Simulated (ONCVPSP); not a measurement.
## Co (Z = 27) ONCV: all-electron and pseudo phase curves

| Item | Value |
| --- | --- |
| Element | cobalt |
| Generator | ONCVPSP 4.0.1 |
| Type | optimised norm-conserving Vanderbilt (ONCV) |
| Functional | PBE |
| Relativity | fully relativistic |
| Frozen core | [Ne] |
| Valence charge | 17 |
| Reference configuration | 3s2 3p6 3d7.5 4s1.5 |
| Partial waves | 3s+4s: rc 1.25 bohr, ncon 4, nbas 9, qcut 11.7 1/bohr, 2 projectors; 3p: rc 1.30 bohr, ncon 5, nbas 8, qcut 12.4 1/bohr, 2 projectors, debl 2.7 Ha; 3d: rc 1.25 bohr, ncon 4, nbas 9, qcut 12.8 1/bohr, 1 projector |
| Local potential | polynomial inside 1.05 bohr (lpopt 5, dvloc0 -1 Ha) |
| Core correction | polynomial model core, fcfact 0.3 |

Open shells are filled in proportion to 2j + 1.

The phase is arctan(r·R′/R) of the radial function R(r), unwrapped; energies in Ha, scanned from -5 to 5 Ha. A pole is an energy at which the radial function vanishes at the test radius. The pseudo phase is shifted by a multiple of π to meet the all-electron one at the reference energy, and phase errors are pseudo minus all-electron; the curves can meet again beyond the range given. Levels narrower than the energy grid can be missing from the lists of poles.

For each channel, where are the poles, and over which energies does the pseudopotential scatter like the atom?

```tsv
channel	radius (bohr)	reference energy (Ha)	poles, all-electron	poles, pseudo	unbroken range about the reference energy with phases within 0.05 rad	phase error 1 Ha above the reference energy (rad)
s	1.27	-0.18	-2.89	-2.89	the whole range	-0.000
p3/2	1.32	-2.30	-1.55	-1.55	the whole range	-0.000
p1/2	1.32	-2.36	-1.65	-1.65	the whole range	-0.000
d5/2	1.27	-0.22	0.92	0.95	below 2.6	+0.006
d3/2	1.27	-0.23	0.90	0.93	below 2.6	+0.006
```

Phases in the d5/2 channel:

```tsv
E (Ha)	all-electron	pseudo
-4.96	1.231	1.233
-4.72	1.219	1.220
-4.48	1.205	1.207
-4.24	1.190	1.192
-4.00	1.172	1.174
-3.76	1.152	1.155
-3.52	1.129	1.132
-3.28	1.103	1.106
-3.04	1.071	1.075
-2.80	1.033	1.037
-2.56	0.985	0.991
-2.32	0.926	0.932
-2.08	0.848	0.855
-1.84	0.743	0.751
-1.60	0.596	0.606
-1.36	0.385	0.396
-1.12	0.089	0.100
-0.88	-0.279	-0.272
-0.64	-0.643	-0.640
-0.40	-0.932	-0.931
-0.16	-1.138	-1.138
0.08	-1.284	-1.284
0.32	-1.392	-1.390
0.56	-1.475	-1.471
0.80	-1.542	-1.536
1.04	-1.600	-1.591
1.28	-1.651	-1.639
1.52	-1.698	-1.682
1.76	-1.744	-1.723
2.00	-1.790	-1.763
2.24	-1.837	-1.804
2.48	-1.889	-1.845
2.72	-1.947	-1.890
2.96	-2.015	-1.939
3.20	-2.095	-1.994
3.44	-2.195	-2.058
3.68	-2.320	-2.133
3.92	-2.482	-2.224
4.16	-2.690	-2.335
4.40	-2.942	-2.473
4.64	-3.221	-2.644
4.88	-3.488	-2.849
```
